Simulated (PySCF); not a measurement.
CH₄Cl₂OSi₂, SMILES Cl[Si]1(Cl)CO[SiH2]1. Atoms are numbered in the order given.

```xyz
10

Cl     1.5075     0.1130     1.6903
Si     0.2986    -0.0178     0.0000
Cl     1.5075     0.1130    -1.6903
C     -0.9314    -1.5100     0.0000
O     -2.1767    -0.7741     0.0000
Si    -1.8535     0.9118     0.0000
H     -0.8543    -2.1560    -0.9022
H     -0.8543    -2.1560     0.9022
H     -2.3873     1.6040     1.2244
H     -2.3873     1.6040    -1.2244
```
Charge 0, spin multiplicity 1.

Geometry: PBE-D3(BJ)/def2-SVP. This is a generated structure with no PubChem entry under its InChIKey; it may be hypothetical.

Two levels are set side by side: PBE/pcSseg-1 (PySCF) and B3LYP/pcSseg-1 (PySCF). GIAO shifts against H2O (¹⁷O), HCl (³⁵Cl), TMS (²⁹Si), TMS (¹H), TMS (¹³C) at the same level; non-relativistic, no solvent, atoms listed together averaged. Without spin–orbit terms, shifts of atoms bonded to Cl or Br come out too high at both levels. Differences are taken from unrounded values.

```tsv
quantity	B3LYP
δ(³⁵Cl) of Cl1, Cl3 (ppm)	119.3
δ(²⁹Si) of Si2 (ppm)	68.9
δ(¹³C) of C4 (ppm)	93.4
δ(¹⁷O) of O5 (ppm)	50.3
δ(²⁹Si) of Si6 (ppm)	39.0
δ(¹H) of H7, H8 (ppm)	5.35
δ(¹H) of H9, H10 (ppm)	6.14
```

Question: What does PBE give, and how far is it from B3LYP? (The exact figures need the calculation; the answer reports its results.)

Answer: 
```tsv
quantity	PBE	PBE minus B3LYP
δ(³⁵Cl) of Cl1, Cl3 (ppm)	148.8	29.4
δ(²⁹Si) of Si2 (ppm)	64.7	-4.1
δ(¹³C) of C4 (ppm)	96.8	3.4
δ(¹⁷O) of O5 (ppm)	58.2	7.9
δ(²⁹Si) of Si6 (ppm)	45.0	6.0
δ(¹H) of H7, H8 (ppm)	5.60	0.25
δ(¹H) of H9, H10 (ppm)	6.54	0.40
```

Rough cost on one machine, each run with all the roots and properties that it gave: B3LYP against PBE within a factor of 2.
